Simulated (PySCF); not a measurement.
# P (phosphorus, neutral): UHF calculation

Configuration: [Ne] 3s2 3p3, high-spin 4S determinant. Computed with PySCF 2.14 in cc-pV(T+d)Z (5s4p3d1f, 39 functions), with the non-relativistic Hamiltonian (point nucleus).

```
Total energy                                     : -340.716306 hartree
One-electron energy                              : -471.5138 hartree
Hartree (Coulomb) energy                         : 153.4403 hartree
Exchange energy                                  : -22.6428 hartree
Kinetic energy                                   : 340.71655 hartree
⟨S²⟩                                             : 3.7503
⟨L²⟩                                             : 0.000
Sum of ⟨r⟩                                       : 14.96 bohr
Sum of ⟨r²⟩                                      : 30.12 bohr²
Density at the nucleus (Gaussians lack the cusp) : 2150 bohr⁻³
Spin density at the nucleus                      : 0.00326 bohr⁻³
Langevin diamagnetic susceptibility              : -23.9 ×10⁻⁶ cm³/mol
Time after the integrals                         : 0.1 s of wall time on 1 thread of Neoverse-V2 (shared host)
```

```tsv
shell	electrons	mean orbital energy (hartree)	rms radius, mean of both spins (bohr)
1s α	1	-79.97845	0.120
1s β	1	-79.95858	0.120
2s α	1	-7.52078	0.562
2s β	1	-7.49891	0.562
2p α	3	-5.41951	0.540
2p β	3	-5.37943	0.540
3s α	1	-0.83538	2.09
3s β	1	-0.55584	2.09
3p α	3	-0.39136	2.52
```
